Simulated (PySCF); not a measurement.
NMR data simulated for an unnamed compound:

1H NMR (500 MHz, computed): δ 7.33 (d, J = 9.2 Hz, 2H), 6.78 (d, J = 9.2 Hz, 2H), 4.10 (br s, 1H), 3.10 (q, J = 10.1 Hz, 2H).

13C{1H} NMR (computed): δ 164.5 (C), 139.6 (CH), 134.0 (C, q, J = 341.4 Hz), 128.3 (C, q, J = 2.4 Hz), 119.4 (CH), 43.1 (CH2, q, J = 31.9 Hz).

Theoretical values (PySCF 2.14.0 with density-fitted response routines): PBE0-D3(BJ)/def2-SVP structure, σ from GIAO-B97-2/pcSseg-2, couplings computed with B3LYP/pcJ-1 (spin–dipole term only in couplings to heteroatoms). Non-relativistic Hamiltonian, one computed conformer, averaged over atoms made equivalent by symmetry, fast rotation or ring inversion, isolated molecule.

Referencing at the same level of theory: 1H (σref 31.36) and 13C (σref 183.46) vs TMS.

Which of these does the molecule contain: a vinyl group CH=CH2, an OH group, a methoxy group, a benzene ring, a CF3 group, an S-methyl group?

Results:


- A vinyl group CH=CH2: no.
- An OH group: yes (δH 4.10 (br s)).
- A methoxy group: no.
- A benzene ring: yes.
- A CF3 group: yes (δC 134.0).
- An S-methyl group: no.

The data belong to `Oc1ccc(CC(F)(F)F)cc1`, C8H7F3O; they needn't prove each group on their own.

Carbon signals by region: 1 in the far downfield region (above 160 ppm), 4 in the sp2 and nitrile region (100–160 ppm), 1 below 50 ppm. Above 160 ppm: 164.5, aromatic carbon bearing oxygen.

Exchangeable OH/NH protons stand at their gas-phase positions; hydrogen bonding in a real sample shifts them, mostly to higher δ. C–F couplings over four or more bonds (about 3 Hz to the para carbon of a fluoroarene) are left out. Common functionals overestimate the size of one-bond C–F couplings by tens of Hz; these are unscaled. Splittings below 1 Hz are ignored in the labels, and close J values are merged. Couplings among chemically equivalent protons are left out too, so labels in AA′BB′ or AA′XX′ sets are apparent multiplicities. Unscaled 3J(H,H) at this level run about 10 % above measured values. Shifts are as computed. Against solution values, carbons near 30 ppm lie about +4 ppm off and those near 130 ppm about +7 ppm. Of 1211 compounds with measured shifts, 218 miss one by over three times the rms of a fit or turn the order of signals round; such compounds aren't used in these exercises.
